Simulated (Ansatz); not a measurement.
Input file for Ansatz (a first-principles code): U-CAM-B3LYP/def2-TZVPP on InSi, 2S+1 = 4, a spin state set in the input, which need not be the lowest, a point of a bond scan (R = 2.617 Å). Elements past Kr take the def2 small-core potentials; no spin–orbit coupling.

Ansatz 0.2 input:
```yaml
crystal:
  periodic: [false, false, false]
  atoms:
    - {symbol: Si, position_ang: [0.00000000, 0.00000000, 0.00000000]}
    - {symbol: In, position_ang: [0.00000000, 0.00000000, 2.61716100]}
basis:
  gaussian:
    orbitals: def2-TZVPP
    pivot_positions_ang: [[0.00000000, 0.00000000, 0.00000000], [0.00000000, 0.00000000, 2.61716100]]
hamiltonian:
  xc: {name: CAM-B3LYP}
magnetization: {spin_polarized: true, initial_magnetization: 3}
output: {forces: true, orbitals: {seedname: ./end}}
```

Q: What total energy does the run end on?

A: -479.5439 hartree.
